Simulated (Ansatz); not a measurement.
A nudged elastic band was laid between two geometries of ClFH2Si + H4Si (10 atoms, charge 0, multiplicity 1).

Theory: RKS LDA/def2-SVP (Ansatz).

```json
{
 "movable images": "7",
 "climbing image": "yes",
 "spring": "5.0 eV/Å²",
 "optimiser": "quadratic models (default)",
 "start path": "through a guess of the saddle point",
 "force threshold": "0.05 eV/Å",
 "iteration limit": "60",
 "end points": "relaxed"
}
```

First end point:

```xyz
10
Properties=species:S:1:pos:R:3
Si 0.457 -0.066 -0.030
Cl 1.203 0.070 1.869
H 1.595 0.000 -1.002
H -0.572 1.004 -0.237
F -0.264 -1.501 -0.202
Si -2.973 0.074 1.249
H -2.758 -0.742 0.005
H -4.062 -0.541 2.085
H -3.364 1.478 0.870
H -1.690 0.119 2.043
```

Last end point:

```xyz
10
Properties=species:S:1:pos:R:3
Si -0.346 -0.172 -0.320
Cl -0.001 1.031 2.570
H 0.576 -1.102 0.418
H 0.239 1.204 -0.445
F -0.539 -0.767 -1.827
Si -2.468 -0.129 0.673
H -3.454 -1.008 -0.051
H -2.369 -0.670 2.093
H -3.028 1.265 0.784
H -1.038 0.242 2.755
```

(1) What changes between the two ends?

(2) What energy profile does the band end with?

(3) What is the geometry of the highest image?

## Answers

(1) Bonds broken: Si1–Cl2, Si6–H10. Bonds formed: Si1–Si6, Cl2–H10. ClFH2Si + H4Si becomes ClH + FH5Si2.

(2) It converged. The highest image is number 4 of 0 to 8, 1.78 eV above the first end and 0.94 eV above the last; the last end lies 0.84 eV above the first. A structure lower than the first end lies on the path between it and the top, so the climb from that side starts below the end, which may itself be a saddle point or a shallow side well. Neighbouring images differ by up to 1.3 eV, so the band resolves the path poorly. A vibrational analysis at the climbing image gives one clearly imaginary mode, 564i cm⁻¹: a first-order saddle point. The orbitals stay closed-shell, which can raise the energy where a bond breaks towards radicals; this wasn't checked here.

```json
{"image": "0", "path coordinate (Å)": "0.00", "energy (eV)": "0.00", "Si1–Cl2 (Å)": "2.04", "Si6–H10 (Å)": "1.51", "Si1–Si6 (Å)": "3.66"}
{"image": "1", "path coordinate (Å)": "1.58", "energy (eV)": "-0.02", "Si1–Cl2 (Å)": "2.04", "Si6–H10 (Å)": "1.51", "Si1–Si6 (Å)": "3.71"}
{"image": "2", "path coordinate (Å)": "3.17", "energy (eV)": "-0.02", "Si1–Cl2 (Å)": "2.04", "Si6–H10 (Å)": "1.50", "Si1–Si6 (Å)": "4.05"}
{"image": "3", "path coordinate (Å)": "4.75", "energy (eV)": "0.48", "Si1–Cl2 (Å)": "2.07", "Si6–H10 (Å)": "1.49", "Si1–Si6 (Å)": "3.49"}
{"image": "4", "path coordinate (Å)": "6.33", "energy (eV)": "1.78", "Si1–Cl2 (Å)": "2.44", "Si6–H10 (Å)": "1.78", "Si1–Si6 (Å)": "2.55"}
{"image": "5", "path coordinate (Å)": "7.16", "energy (eV)": "1.12", "Si1–Cl2 (Å)": "2.93", "Si6–H10 (Å)": "2.21", "Si1–Si6 (Å)": "2.36"}
{"image": "6", "path coordinate (Å)": "7.98", "energy (eV)": "0.87", "Si1–Cl2 (Å)": "3.14", "Si6–H10 (Å)": "2.55", "Si1–Si6 (Å)": "2.34"}
{"image": "7", "path coordinate (Å)": "8.81", "energy (eV)": "0.85", "Si1–Cl2 (Å)": "3.16", "Si6–H10 (Å)": "2.59", "Si1–Si6 (Å)": "2.34"}
{"image": "8", "path coordinate (Å)": "9.63", "energy (eV)": "0.84", "Si1–Cl2 (Å)": "3.15", "Si6–H10 (Å)": "2.55", "Si1–Si6 (Å)": "2.34"}
```

(3) 
```xyz
10
Properties=species:S:1:pos:R:3
Si -0.201 0.129 0.066
Cl 0.515 0.550 2.363
H 0.727 -1.037 0.067
H 0.176 1.540 -0.235
F -1.163 -0.234 -1.244
Si -2.559 -0.243 0.967
H -2.770 -1.635 0.458
H -2.953 -0.147 2.420
H -3.247 0.823 0.170
H -0.953 0.149 1.618
```

Run time: 2.8 min on 2 threads of Arm Neoverse V1 (shared host), peak memory 0.13 GiB.
